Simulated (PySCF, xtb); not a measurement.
1-bromo-1,1-dichloroethane (C₂H₃BrCl₂), SMILES ClC(Cl)(C)Br.

Harmonic wavenumbers (cm⁻¹) from GFN2-xTB (xtb) at its own minimum, in rising order: 179, 188, 245, 252, 294, 299, 455, 577, 617, 1063, 1066, 1068, 1394, 1451, 1452, 3028, 3029, 3030.

Task: What does B3LYP-D3(BJ)/def2-SVP (PySCF) give at its own minimum? (An estimate is asked for; the answer gives what the named calculation found.)

Result: 201, 210, 284, 313, 323, 338, 489, 652, 696, 1083, 1084, 1092, 1394, 1451, 1452, 3053, 3152, 3161. Paired by order, the mean absolute difference is 41 cm⁻¹ and the zero-point energies are 28.1 and 29.2 kcal/mol.
